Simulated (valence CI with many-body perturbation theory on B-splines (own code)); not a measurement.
Rh XXXI: what the settings do

Calculated by configuration interaction combined with many-body perturbation theory (CI+MBPT): five valence electrons over a frozen Dirac-Fock core [Ne], radial functions for each j: 6 s, 6 p, 5 d, 3 f, 1 g, with the one-electron correlation potential Σ1, the two-electron term Σ2, the three-electron term Σ3, Breit, model QED; selected CI, second order for the rest (own B-spline code, finite nucleus).

The last digits are not significant, and no measured levels were compared; by estimate large intervals hold to a few tenths of a per cent, small ones and those within an open d or f shell to about a per cent. Among the levels kept, up to 800 cm⁻¹ of a level comes from second order outside the variational space, and about a tenth of that is noise between levels of different J, which matters for small intervals.

The reference run has the lowest level (3s^2 3p1/2^2 3p3/2) J=3/2 and an ionisation energy of 1748.54 eV. Its largest variational space holds 10000 state functions.

Levels are named by their leading jj configuration (3d3/2^4 stands for four electrons in 3d with j = 3/2), which in mixed levels can hold well under half, so a name can repeat and another be missing. Letters in brackets count levels of one name in rising energy.

| Level | Reference (cm⁻¹) | Shift (cm⁻¹) |
| --- | --- | --- |
| (3s^2 3p1/2 3p3/2^2) J=3/2 | 223699 | +3404 |
| (3s^2 3p1/2 3p3/2^2) J=5/2 | 273909 | +4389 |
| (3s^2 3p1/2 3p3/2^2) J=1/2 | 337143 | +3412 |
| (3s^2 3p3/2^3) J=3/2 | 563244 | +7394 |
| (3s 3p1/2^2 3p3/2^2) J=5/2 | 852333 | +5447 |
| (3s^2 3p1/2^2 3d3/2) J=3/2 [a] | 925721 | +3865 |
| (3s 3p1/2^2 3p3/2^2) J=1/2 | 984392 | +5307 |
| (3s^2 3p1/2^2 3d3/2) J=3/2 [b] | 1019180 | +4984 |
| (3s^2 3p1/2^2 3d5/2) J=5/2 | 1070390 | +5682 |
| (3s 3p1/2 3p3/2^3) J=3/2 | 1122130 | +7842 |
| (3s 3p1/2 3p3/2^3) J=5/2 | 1162180 | +8431 |
| (3s^2 3p1/2 3p3/2 3d3/2) J=3/2 | 1168540 | +7171 |

The ionisation energy moves by +0.87 eV.

Which of these changes was made?
A. highest l with Σ1, explicit Σ2 and valence Breit (higher l get mean screening factors) 3 → 0
B. hole-hole ladder in Σ2 on → off
C. Breit term on → off; QED terms on → off

C. Breit term on → off; QED terms on → off.
